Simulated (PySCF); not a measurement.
System: C4H5N, charge 0, multiplicity 1. SMILES: N#CCC=C
Structure (B3LYP-D3(BJ)/def2-TZVP (Ansatz) minimum search):
```
C
C 1 1.3237
H 2 1.0818 1 121.31
H 2 1.0839 3 116.92 1 -179.95
H 1 1.0845 2 120.50 3 -0.64
C 1 1.5080 5 115.79 2 -179.68
H 6 1.0919 1 110.55 5 -178.15
H 6 1.0950 7 107.17 1 120.20
C 6 1.4621 7 108.75 8 116.05
N 9 1.1496 8 149.92 6 178.33
```

Dispersion corrections to the total energy (kcal/mol) from the dftd3 and dftd4 libraries through PySCF: D3(BJ) without and D4 with the three-body term, each with the damping fitted for the functional named.

| functional | D3(BJ) | D4 |
|---|---|---|
| TPSSh | -5.04 | (withheld) |
| PW6B95 | -2.06 | -3.43 |
| PBE0 | -3.77 | (withheld) |
| r2SCAN | (withheld) | -1.02 |
| TPSS | -5.52 | -5.36 |
| revPBE | -11.48 | -13.63 |
| BHLYP | -5.72 | -4.37 |

Problem. Complete the blanks.

Solution. 
- TPSSh, D4: -4.88
- PBE0, D4: -3.32
- r2SCAN, D3(BJ): -1.24
